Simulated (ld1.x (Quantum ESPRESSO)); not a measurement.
**Sn (Z = 50): one change to an RRKJ potential, before and after**

```
Element                 : tin
Generator               : ld1.x (Quantum ESPRESSO) 7.5
Type                    : norm-conserving RRKJ (Kleinman–Bylander form)
Functional              : PBEsol
Relativity              : fully relativistic
Frozen core             : [Kr]
Valence charge          : 14
Reference configuration : 4d10 5s1 5p3
Partial waves           : 5s (bound): rc 1.90 bohr; 5p (bound): rc 1.75 bohr; 4d (bound): rc 1.05 bohr; 4f channel at 0.5 Ry: rc 1.80 bohr
Local potential         : all-electron potential smoothed inside 1.85 bohr (lloc = -1)
Core correction         : a·sin(br)/r model core inside 0.50 bohr
rho0                    : 0.02
```

Open shells are filled in proportion to 2j + 1 (rel_dist='average').

Change: local potential all-electron potential smoothed inside 1.74 bohr (lloc = -1).

Cutoffs: the cutoffs (Ry, on a coarse ladder) from which the occupation-weighted sum of valence levels, in a spherical-Bessel basis at the reference potential, stays within 10 and 1 mRy of its value at 400 Ry; they do not see the model core or the augmentation charge, which bear on the density cutoff. Errors are all-electron minus pseudo energies relative to the spin-unpolarised reference configuration.

Predict the effect on cutoff, ghosts and configuration errors.

The potential gets neither clearly harder nor softer (160 Ry and 260 Ry → 160 Ry and 260 Ry); both files keep a bound ghost (s); of the 7 tests that both files solve, the error grows in 1 and shrinks in 4 by more than 15 % and 0.3 meV (median size 3.6 → 3.6 meV).

| quantity | base | changed |
| --- | --- | --- |
| cutoff, loose | 160 Ry | 160 Ry |
| cutoff, tight | 260 Ry | 260 Ry |
| bound ghosts | s | s |
| error for 4d10 5s2 5p2, meV [ΔE -6.99 eV] | -3.3 | -0.1 |
| error for 4d10 5s2 5p1, meV [ΔE -0.08 eV] | +0.1 | +0.2 |
| error for 4d10 5s2 5p0, meV [ΔE 13.91 eV] | -13 | -3.6 |
| error for 4d10 5s1 5p2, meV [ΔE 7.59 eV] | +2.9 | +4.8 |
| error for 4d10 5s1 5p0, meV [ΔE 44.92 eV] | -46 | -21 |
| error for 4d10 5s2 5p2.3, meV [ΔE -7.85 eV] | -3.6 | +0.9 |
| error for 4d10 5s0 5p0, meV [ΔE 85.97 eV] | -37 | -37 |
| s: phases at 2.05 bohr within 0.05 rad from the reference energy up to (Ry; the scan ends near 5) | to the end of the scan | to the end of the scan |
| p1/2: phases at 2.05 bohr within 0.05 rad from the reference energy up to (Ry; the scan ends near 5) | 0.3 | 0.3 |
| p3/2: phases at 2.05 bohr within 0.05 rad from the reference energy up to (Ry; the scan ends near 5) | 0.3 | 0.2 |
| d3/2: phases at 2.05 bohr within 0.05 rad from the reference energy up to (Ry; the scan ends near 5) | 1.7 | 1.9 |
| d5/2: phases at 2.05 bohr within 0.05 rad from the reference energy up to (Ry; the scan ends near 5) | 1.8 | 1.9 |
| f5/2: phases at 2.05 bohr within 0.05 rad from the reference energy up to (Ry; the scan ends near 5) | 1.9 | 2.0 |
| f7/2: phases at 2.05 bohr within 0.05 rad from the reference energy up to (Ry; the scan ends near 5) | 1.9 | 2.0 |

 A true bound ghost makes a file unfit for plane-wave use even where its test errors are small: the radial tests pick states by their node count and pass the ghost by.
